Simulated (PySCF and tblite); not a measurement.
Results of a calculation; reference values are marked as such.
# C9H15B, numbered as in [CH2:1]=[CH:2][C:3](/[CH:4]=[CH:5]/[B:6]([CH3:7])[CH3:8])=[CH:9]/[CH3:10]: conformational analysis

Level: PBE0-D3(BJ)/6-31G*//GFN2-xTB, thermal terms from GFN2-xTB, symmetry numbers and mirror pairs counted. Conformers within 2.5 kcal/mol (GFN2-xTB free energy) were kept, 5 at most. GIAO shieldings: PBE0/6-31G*. Shifts are against TMS (¹H), TMS (¹³C), BF3·OEt2 (¹¹B) at the same level; of two unlike H on one atom, a is the less shielded. Run with PySCF (density fitting) and tblite.

Torsions listed: C1–C2–C3–C4, C2–C3–C4–C5, C4–C5–B6–C7. Of a mirror pair one member is shown.

```json
{"conformer": "1", "shape": "11°, -131°, -170°", "symmetry": "C1 (pair)", "E(GFN2) kcal/mol": "0.00", "E(DFT) kcal/mol": "0.00", "G(298.15 K) kcal/mol": "0.00", "weight %": "51.9", "dipole D": "0.88"}
{"conformer": "2", "shape": "144°, -19°, -9°", "symmetry": "C1 (pair)", "E(GFN2) kcal/mol": "0.49", "E(DFT) kcal/mol": "0.85", "G(298.15 K) kcal/mol": "0.22", "weight %": "35.9", "dipole D": "1.32"}
{"conformer": "3", "shape": "23°, 38°, 10°", "symmetry": "C1 (pair)", "E(GFN2) kcal/mol": "0.51", "E(DFT) kcal/mol": "1.38", "G(298.15 K) kcal/mol": "0.89", "weight %": "11.6", "dipole D": "1.17"}
{"conformer": "4", "shape": "153°, -138°, -169°", "symmetry": "C1 (pair)", "E(GFN2) kcal/mol": "1.12", "E(DFT) kcal/mol": "2.85", "G(298.15 K) kcal/mol": "2.92", "weight %": "0.4", "dipole D": "0.82"}
{"conformer": "5", "shape": "156°, 137°, -12°", "symmetry": "C1 (pair)", "E(GFN2) kcal/mol": "1.43", "E(DFT) kcal/mol": "3.25", "G(298.15 K) kcal/mol": "3.24", "weight %": "0.2", "dipole D": "0.80"}
```

Weights (%) against temperature:

```tsv
T (K)	1	2	3	4	5	S(mix) cal/mol/K
250	58.3	32.6	8.9	0.2	0.1	3.19
298.15	51.9	35.9	11.6	0.4	0.2	3.35
350	47.0	37.9	14.0	0.7	0.4	3.48
```

Averaged shifts at 298.15 K. ¹H: 7.59 (H4, 1H), 6.83 (H5, 1H), 6.56 (H2, 1H), 6.18 (H9, 1H), 5.34 (H1a, 1H), 5.19 (H1b, 1H), 1.93 (H10, 3H), 0.93 (H7/H8, 6H) ppm. ¹³C: 143.5 (C4), 135.5 (C3), 134.6 (C5), 132.7 (C2), 129.1 (C9), 111.3 (C1), 16.6 (C10), 12.5 (C7/C8) ppm. ¹¹B: 67.2 (B6) ppm.

Coordinates of conformer 1 (Å):

```xyz
25

C     2.233    2.529   -0.353
C     2.658    1.273   -0.420
C     1.806    0.091   -0.330
C     0.358    0.303   -0.402
C    -0.551   -0.198    0.446
B    -2.076    0.063    0.378
C    -2.982   -0.412    1.582
C    -2.739    0.784   -0.863
C     2.369   -1.123   -0.220
C     1.666   -2.434   -0.175
H     1.193    2.777   -0.222
H     2.916    3.360   -0.418
H     3.717    1.073   -0.528
H     0.037    0.957   -1.205
H    -0.165   -0.796    1.266
H    -2.460   -0.422    2.537
H    -3.892    0.173    1.698
H    -3.298   -1.439    1.394
H    -3.794    0.544   -0.978
H    -2.685    1.863   -0.714
H    -2.244    0.576   -1.808
H     3.451   -1.185   -0.184
H     0.621   -2.338   -0.459
H     2.157   -3.141   -0.845
H     1.715   -2.854    0.831
```

Coordinates of conformer 2 (Å):

```xyz
25

C    -2.960    2.112   -0.240
C    -1.950    1.517    0.378
C    -1.586    0.102    0.226
C    -0.173   -0.238    0.246
C     0.843    0.619    0.039
B     2.342    0.239    0.036
C     2.831   -1.192    0.502
C     3.403    1.311   -0.434
C    -2.542   -0.838    0.108
C    -2.307   -2.304   -0.059
H    -3.588    1.588   -0.941
H    -3.190    3.152   -0.079
H    -1.321    2.086    1.050
H     0.053   -1.281    0.423
H     0.574    1.649   -0.177
H     2.697   -1.899   -0.318
H     3.886   -1.217    0.764
H     2.268   -1.587    1.345
H     3.756    1.859    0.442
H     4.286    0.871   -0.892
H     2.999    2.053   -1.119
H    -3.576   -0.526    0.142
H    -3.240   -2.818   -0.274
H    -1.607   -2.502   -0.870
H    -1.887   -2.733    0.853
```

Shifts are unscaled: against experiment ¹³C can be off by 15 ppm or more and ¹H by 0.8 ppm.

Search and properties took 5.6 min on 1 thread of AMD EPYC (shared host) (rough), launched as `OMP_NUM_THREADS=1 python ens_run.py task.json out`.
